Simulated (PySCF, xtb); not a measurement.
Ga(Me)3 (C₃H₉Ga), SMILES [CH3][Ga]([CH3])[CH3].

xtb with GFN2-xTB at its own geometry gives an orbital gap of 4.73 eV and a dipole moment of 0.01 D.

The structure is a stationary point at B3LYP-D3(BJ)/def2-SVP. The isomer is the one that the SMILES or the coordinates give; other isomers of the formula were not compared.

Question: What does CAM-B3LYP/def2-TZVP run with PySCF give? (The exact figures need the calculation; the answer reports its results.)

Answer: gap 9.11 eV (levels -8.77 and 0.34 eV), dipole 0.00 D.
